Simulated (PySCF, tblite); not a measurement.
Potential energy curve for Na2 (cation, charge +1), doublet.

Computed with: GFN2-xTB, 300 K electronic temperature (tblite); UCCSD(T) = CCSD(T) on UHF/cc-pVTZ, 2 core orbitals frozen run with PySCF.

Energies relative to the lowest point of each curve near equilibrium, in kcal/mol; the last columns give the difference from UCCSD(T):

| R / Å | GFN2-xTB | UCCSD(T) | GFN2-xTB − UCCSD(T) |
|---|---|---|---|
| 2.72 | 3.7 | 9.4 | -5.7 |
| 2.95 | 1.1 | 4.1 | -3.1 |
| 3.13 | 0.3 | 1.8 | -1.5 |
| 3.29 | 0.1 | 0.7 | -0.5 |
| 3.43 | 0.2 | 0.1 | 0.1 |
| 3.52 | 0.3 | 0.0 | 0.3 |
| 3.65 | 0.5 | 0.0 | 0.5 |
| 3.79 | 0.3 | 0.2 | 0.1 |
| 3.88 | 0.0 | 0.5 | -0.5 |
| 4.00 | 0.0 | 0.9 | -0.9 |
| 4.22 | 0.7 | 2.0 | -1.2 |
| 4.49 | 2.0 | 3.5 | -1.5 |
| 4.88 | 4.1 | 6.0 | -1.9 |
| 5.44 | 7.0 | 9.6 | -2.6 |
| 6.07 | 9.8 | 13.3 | -3.5 |
| 6.51 | 11.3 | 15.5 | -4.2 |
| 7.24 | 13.0 | 18.4 | -5.4 |
| 8.05 | 13.8 | 20.4 | -6.6 |
| 8.96 | 14.0 | 21.7 | -7.7 |
| 9.88 | 13.6 | 22.4 | -8.8 |
| 11.08 | 13.0 | 22.8 | -9.9 |

GFN2-xTB is furthest from UCCSD(T) at 11.08 (-9.9 kcal/mol, below); its mean absolute difference over the points is 3.2 kcal/mol.
